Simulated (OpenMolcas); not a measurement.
Al⁻: the spin-orbit constant, worked from levels

```json
{
  "Program": "OpenMolcas 26.06",
  "Basis": "ANO-RCC-VQZP [6s5p3d2f1g]",
  "Scalar Hamiltonian": "DKH2, point nucleus",
  "Active space": "2 electrons in 3 orbitals (3p)",
  "State averaging": "2S+1 = 3 even, 3 roots; 2S+1 = 1 even, 6 roots",
  "Spin-orbit coupling": "state interaction with AMFI integrals over the reference wave functions, term energies averaged over their components"
}
```

Methods: CASSCF; SS-CASPT2, IPEA 0.25 Eh, imaginary shift 0.1 Eh (closed shells correlated: 2s 2p 3s).

**The spin-orbit constant.** For the Hund term ³P of p2, E(J) = (A/2) J(J+1) + constant and ζ = 2S·A = 2A. From J = 0 to J = 2 the energy changes by 3 A.

```csv
Source,E(2) - E(0),A,ζ
CASSCF,62.4,20.8,42
SS-CASPT2,62.4,20.8,42
```

All in cm-1. Both methods take the spin-orbit matrix elements from the reference wave functions, so the second can move ζ only through the term energies and any multistate remixing. Second-order mixing with other terms is absorbed into this ζ.

With the s shell closed, the reference lacks s² → p² mixing. No diffuse functions were added, so excited terms of the anion can stand markedly too high. Without dynamic correlation excited terms often stand tens of per cent too high (terms of higher spin than the ground term too low), and those without a measured partner can miss by more than the paired ones (holds for CASSCF). Levels of configurations outside the active space are missing.
